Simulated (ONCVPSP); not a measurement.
## Transferability test, ONCV potential for scandium

Sc (Z = 21), optimised norm-conserving Vanderbilt (ONCV), made with ONCVPSP 4.0.1 (PBEsol, scalar-relativistic). Core [Ne], reference 3s2 3p6 3d1 4s1 (charge +1). Waves: 3s+4s: rc 1.70 bohr, ncon 4, nbas 7, qcut 5.9 1/bohr, 2 projectors; 3p: rc 1.40 bohr, ncon 4, nbas 9, qcut 12.2 1/bohr, 1 projector; 3d: rc 2.30 bohr, ncon 3, nbas 8, qcut 6.9 1/bohr, 2 projectors, debl 2.9 Ha; f scattering state at 0.29 Ha: rc 2.30 bohr, ncon 4, nbas 8, qcut 4.2 1/bohr, 2 projectors, debl 2.4 Ha. Local part: polynomial inside 0.90 bohr (lpopt 5, dvloc0 0 Ha). Core correction: none.

Energies are relative to the spin-unpolarised reference configuration 3s2 3p6 3d1 4s1; without spin polarisation the order of configurations can differ from experiment.

```tsv
valence configuration	charge	ΔE all-electron (eV)	error AE − PS (meV)
3s2 3p6 3d1 4s0	+2	12.651	-1.4
3s2 3p6 3d0 4s0	+3	37.469	+215
```

Question: What are ΔE and the potential's error for 3s2 3p6 3d1 4s2?

Answer: ΔE = -6.904 eV all-electron; the error (AE − PS) is +0.6 meV.

Question: What are ΔE and the potential's error for 3s2 3p6 3d1.5 4s1.5?

Answer: ΔE = -6.227 eV all-electron; the error (AE − PS) is +8.7 meV.

Note: ghosts flagged at negative energy: f at -117.0 eV; GHOST(+) flagged for s at 152.5 eV. A true bound ghost makes a file unfit for plane-wave use.
